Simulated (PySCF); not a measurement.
Field gradients at the hydrogen positions

Species: C₆H₈N₂.
Structure used (GFN2-xTB), in Å, numbered top down from 1:
```
atom  x, y, z in Å
N1    -3.0801    0.8631   -1.4056
C2    -2.4180    0.3435   -0.6324
C3    -1.5590   -0.2873    0.3364
C4    -0.2182    0.4617    0.4329
C5     0.6925   -0.2159    1.4302
N6     1.7671   -0.6820    0.9793
C7     1.8752   -0.4268   -0.4339
C8     0.6231    0.3845   -0.8533
H9    -1.3881   -1.3254    0.0358
H10   -2.0647   -0.2836    1.3065
H11   -0.4158    1.4948    0.7354
H12    0.4361   -0.3138    2.4732
H13    2.8058    0.1150   -0.6136
H14    1.9515   -1.3888   -0.9468
H15    0.0805   -0.1082   -1.6585
H16    0.9044    1.3781   -1.1969
```

Level: PBE0/pcSseg-1 (PySCF, non-relativistic); Q(2H) = 0.00286 b; rigid geometry, the same for H and D, with no vibrational averaging.

**Question.** Rank these positions by the coupling χzz of a deuteron there, largest first.
A. H12 (hydrogen on a C=N carbon)
B. H13 (methylene hydrogen)
C. H11 (methine hydrogen)
D. H15 (methylene hydrogen)

**Answer.** A (221 kHz), D (207 kHz), B (202 kHz), C (198 kHz).

**Question.** Tabulate Vzz, the asymmetry η and χzz = 234.96 MHz × Q × Vzz for every hydrogen position.

**Answer.** 
| atom | bonded to | bond length (Å) | Vzz (au) | η | χzz (kHz) |
| --- | --- | --- | --- | --- | --- |
| H9 | C3 | 1.094 | 0.2941 | 0.03 | 198 |
| H10 | C3 | 1.094 | 0.2958 | 0.04 | 199 |
| H11 | C4 | 1.094 | 0.2947 | 0.02 | 198 |
| H12 | C5 | 1.078 | 0.3284 | 0.03 | 221 |
| H13 | C7 | 1.092 | 0.3010 | 0.03 | 202 |
| H14 | C7 | 1.093 | 0.2993 | 0.03 | 201 |
| H15 | C8 | 1.089 | 0.3074 | 0.04 | 207 |
| H16 | C8 | 1.088 | 0.3099 | 0.02 | 208 |

**Question.** How does χzz go with the bond length over the 8 C–H bonds?

**Answer.** A straight-line fit has a slope of -14.4 kHz for each 0.01 Å, with a correlation coefficient of -1.00, over lengths from 1.078 to 1.094 Å. The longer bonds have the smaller couplings here.

One conformer (not necessarily the lowest) at the GFN2-xTB geometry, without solvent, vibrations or thermal averaging. GFN2-xTB bond lengths can be off by several hundredths of an ångström, more for odd bonds, and the gradients follow them. The small basis limits the accuracy of the gradients.
